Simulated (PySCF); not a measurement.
Sn(Vi)2(OH)(OMe), C5H10O2Sn, SMILES C=[CH][Sn]([OH])([CH]=C)[O]C, GFN2-xTB optimised geometry. Atoms within 1.6 Å of the plane z = 0.0 Å (x, y, z in Å): Sn3 (-0.96, -1.94, 0.00), O4 (1.04, -1.94, 0.00), O7 (-1.43, 0.05, 0.00), C8 (-1.12, 0.94, -1.02), H12 (1.43, -1.31, 0.60), H16 (-0.06, 0.92, -1.29), H17 (-1.36, 1.94, -0.65).

Method: CAM-B3LYP/def2-SVP, def2 effective core potentials past Kr in PySCF 2.14.0. The core electrons that the potentials of Sn replace are not part of the density. Cells within 0.4 Å of a nucleus heavier than hydrogen are left out (blank, or x).

Map of the HOMO amplitude (bohr^(-3/2)), clipped to [-0.25, 0.25] on the plane z = 0.0 Å; orbital energy -8.43 eV, overall sign arbitrary:

```
|44444444444444444444444444444|
|44444444444444444444444444444|
|44444444444444444444444444444|
|44444444444444444444444444444|
|44444444444444444444444444444|
|44444444444444444444444444444|
|55444444444444444444444444444|
|55444444444444444444444444444|
|55444444444444444444444444444|
|54444444445544444444444444445|
|44444444455555444444444444455|
|44444444456655544444444444555|
|44444433368765554444444445555|
|44444321xxx976555444444555555|
|44444320xxx976555444445555555|
|444443200x8876555444455555555|
|44444332235665554444555555555|
|44444433345555544444555555555|
|44444444444555444444555555555|
|44444444455444443345555555555|
|4444444455xx55443xx6555555555|
|4444444455xxx5443xxx655555555|
|4444444554xx55444xx6555555555|
|44444455554455444555555555555|
|44444455555555545555555555555|
|44444555555555555555555555555|
|44444555555555555555555555555|
|44444455555555555555555555555|
|44444455555555555555555555555|
```
Scale: ten equal steps from -0.250 (start of '0') to 0.250 (end of '9'), in the order '0123456789'; x runs from -4.00 to 4.00, y from -4.00 (bottom) to 4.00 (top).
